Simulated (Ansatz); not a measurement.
System: SnClF, charge 0, singlet. SnClF (SMILES [Cl][Sn][F]).
B3LYP-D3(BJ)/def2-TZVP minimum from Ansatz (an electronic-structure program):
```
Sn
F 1 1.9514
Cl 1 2.3849 2 97.36
```

Atomisation energy term by term, kcal/mol (programs: Ansatz). UHF or UKS for unpaired electrons; spin-orbit terms are left out. Cores are frozen in correlated methods (noble-gas shells, and filled d and f shells in the p block). Past Kr the def2 sets carry scalar-relativistic core potentials. CBS(X,Y): correlation extrapolated as X^-3, Hartree-Fock from the larger set. A bracket is a step between two methods taken in the basis named. Spin-orbit terms, left out, reach several kcal/mol for Br and I, and more for heavier atoms.

| term | basis | kcal/mol |
|---|---|---|
| Hartree-Fock | def2-QZVPP | 141.26 |
| CCSD correlation | CBS(def2-TZVPP,def2-QZVPP) | 67.52 |
| (T) | CBS(def2-TZVPP,def2-QZVPP) | 7.34 |
| CCSDT(Q) - CCSD(T) | def2-TZVPP | 0.16 |
| CCSDTQ - CCSDT(Q) | def2-SVP | -0.09 |
| sum: De |  | 216.2 |

The step beyond CCSD(T) by other levels: CCSDTQ in def2-SVP 0.62; CCSDT(Q) in def2-SVP 0.71 kcal/mol.
